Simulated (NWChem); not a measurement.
# C₃H₅BO; SMILES C(#C)B(C)O

```xyz
10

B     -0.0728    -0.4530    -0.0012
C      0.0198     1.0928    -0.0009
C      0.0918     2.3085     0.0003
H      0.1611     3.3819     0.0021
C      1.2108    -1.3517     0.0000
H      0.9706    -2.4242    -0.0101
H      1.8287    -1.1318     0.8868
H      1.8447    -1.1173    -0.8715
O     -1.2950    -1.0424     0.0002
H     -2.0153    -0.4023     0.0001
```
Atoms are numbered in this order, from 1.

Computed with NWChem. Medium grid unless said otherwise, to which SCAN and Minnesota functionals are sensitive. Structure relaxed at the PBE0/def2-SVP level. B3LYP is NWChem's, with the RPA form of VWN correlation.

Task: Order these by “orbital gap (eV)”, lowest first: PBE/def2-SVP; r2SCAN/def2-SVP; TPSSh/def2-SVP; B3LYP/def2-SVP; M06-2X/def2-SVP.

Result: PBE/def2-SVP (5.08), r2SCAN/def2-SVP (5.58), TPSSh/def2-SVP (6.14), B3LYP/def2-SVP (6.85), M06-2X/def2-SVP (9.55)
